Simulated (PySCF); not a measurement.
NMR data simulated for an unnamed compound:

$^{1}$H NMR (300 MHz, computed): δ 7.08 (m, 1H), 6.19 (m, 1H), 5.51 (m, 1H), 3.12 (m, 2H).

$^{13}$C{$^{1}$H} NMR (computed): δ 183.3 (C), 155.9 (CH), 127.6 (CH), 100.6 (CH), 36.6 (CH2).

PySCF 2.14 calculation with geometry: GFN2-xTB and NMR shieldings at PBE0/pcSseg-1/GIAO; rapidly exchanging positions averaged, isolated molecule, relativity neglected, a single conformation.

Shifts are taken against calculated references (same method and geometry level): TMS for $^{1}$H (σ = 31.72 ppm) and $^{13}$C (σ = 186.93 ppm).

Task: Which of these does the molecule contain: a (CH3)2CH unit, a ketone, a CH3CH2 unit, a non-aromatic C=C double bond?

Result: 
- A (CH3)2CH unit: no.
- A ketone: no.
- A CH3CH2 unit: no.
- A non-aromatic C=C double bond: yes.

The data belong to `FC1=C[Si](F)(F)C=CC1`, C5H5F3Si; they needn't prove each group on their own.

Carbon signals by region: 1 in the far downfield region (above 160 ppm), 3 in the sp2 and nitrile region (100–160 ppm), 1 below 50 ppm. Above 160 ppm: 183.3, fully substituted alkene carbon.

Splittings by $^{19}$F in the carbon and heteronuclear signals aren't shown, as no couplings were computed. Shifts are as computed. Against solution values, carbons near 30 ppm lie about +3 ppm off and those near 130 ppm about +5 ppm. Of 1211 compounds with measured shifts, 218 miss one by over three times the rms of a fit or turn the order of signals round; such compounds aren't used in these exercises. Multiplicities follow the n + 1 count of equivalent neighbours, as no J values were calculated; m marks all less simple cases, F and P coupling included.
